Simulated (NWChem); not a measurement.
System: CH₅AuO₂; SMILES C[O][Au]<-[OH2]

Input file for NWChem:

```
start job
memory heap 200 mb stack 900 mb global 1100 mb
geometry units angstroms noautoz
  Au     0.082940    -0.152239     0.000000
  O      0.537623     1.738660     0.000000
  C     -0.499798     2.662293     0.000000
  H     -1.157860     2.606440     0.892306
  H     -0.051372     3.675139     0.000000
  H     -1.157860     2.606440    -0.892306
  O     -0.290884    -2.268000     0.000000
  H      0.096673    -2.700140     0.772743
  H      0.096673    -2.700140    -0.772743
end
basis spherical
  * library def2-svp
end
ecp
  Au library def2-ecp
end
dft
  xc xperdew91 perdew91
  iterations 150
  mulliken
end
task dft energy
```

Coordinates come from a PBE0/def2-SVP optimisation. Not confirmed as a minimum by frequencies. def2 effective core potentials on Au; no spin-orbit coupling.

Problem. Predict the main results of this run. (PW91/def2-SVP with def2 effective core potentials on Au.) Quantities: energy (Ha); highest occupied level (eV); orbital gap (eV); dipole (D).

Solution. 
```yaml
energy (Ha): -327.17
highest occupied level (eV): -4.51
orbital gap (eV): 2.58
dipole (D): 5.67
```
